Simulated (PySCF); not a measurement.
C3H6BNO2, SMILES C/N=C1\COB1O. Geometry: PBE-D3(BJ)/def2-SVP. The structure was generated by enumeration; whether it is a known compound was not checked. Other conformers were not sampled.

Computed equilibrium geometry at PBE-D3(BJ)/def2-SVP (PySCF confirms it by a frequency run) as a Z-matrix, and its point group (one conformer of several):
point group Cs.
```
C
N 1 1.2740
C 2 1.4456 1 119.19
H 3 1.1114 2 109.02 1 122.61
H 3 1.1114 4 105.58 2 -116.99
H 3 1.1173 4 108.53 5 -116.19
C 1 1.5485 2 135.65 3 0.00
H 7 1.1120 1 116.24 2 65.61
H 7 1.1120 8 109.55 1 134.28
O 7 1.4690 8 110.97 9 122.88
B 10 1.3954 7 92.72 8 118.97
O 11 1.3513 10 128.11 7 180.00
H 12 0.9759 11 112.15 10 0.00
```
